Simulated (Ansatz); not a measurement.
`[AlH2][BH][Al]([Cl])[Br]` + HCl → `[Cl][Al]([Cl])[Br]` + `[BH2][AlH2]` at 500 K and 1 bar (cleavage of the Al–B bond).

Isolated molecules relaxed with PBE0-D4/def2-TZVP in Ansatz; ΔE leaves out vibrations. CCSD(T)/CBS is the MP2 limit (def2-TZVPP, def2-QZVPP) plus CCSD(T) − MP2 in def2-TZVPP, frozen cores. This one scheme is used for every species. For Br outer-core shells are correlated without core-valence functions, which leaves a few kJ/mol of doubt a bond. Scalar relativity is left out up to krypton. One conformer a species, not always the lowest.

```
                   species  CCSD(T)/CBS energy (Eh)  H − E (kJ/mol)  S (J/(mol·K))
`[AlH2][BH][Al]([Cl])[Br]`              -3543.80544           126.0          484.7
                       HCl               -460.38127            32.5          201.9
      `[Cl][Al]([Cl])[Br]`              -3735.10209            44.0          373.7
             `[BH2][AlH2]`               -269.14094           113.4          300.6
```

H − E and S are ideal-gas, rigid-rotor, harmonic terms from PBE0-D4/def2-TZVP, for one conformer and one mirror image of each species. 1 Eh = 2625.50 kJ/mol, R = 8.31446 J/(mol·K).

Problem. By hand: ΔE, ΔH, ΔS and ΔG.

Solution. ΔE = (-3735.10209) + (-269.14094) − (-3543.80544) − (-460.38127) = -0.05632 Eh = -147.9 kJ/mol. Δ(H − E) = 44.0 + 113.4 − 126.0 − 32.5 = -1.1, so ΔH = -149.0 kJ/mol. ΔS = 373.7 + 300.6 − 484.7 − 201.9 = -12.3 J/(mol·K). ΔG = -149.0 − 500 × (-12.3)/1000 = -142.8 kJ/mol.

Problem. By hand: the equilibrium constant, and the temperature at which ΔG would vanish if ΔH and ΔS stayed fixed.

Solution. log₁₀ K = −ΔG/(RT ln 10) = 14.9. ΔG = 0 at ΔH/ΔS = 12114 K, far beyond where these terms or the molecules hold.

The number of gas molecules stays the same, so ΔS is small and ΔH decides. A doubt of 5 kJ/mol in ΔE shifts log₁₀ K by 0.5 here. Other conformers and mirror images would add mixing entropy, several J/(mol·K) or more a flexible species. Modes under 60 cm⁻¹, often nearly free rotors, make the harmonic entropy too high. These are equilibria of isolated gas molecules and say nothing of rates. Largest T1 diagnostic: 0.010 (customary marks: 0.02 for closed shells, 0.045 for open ones).
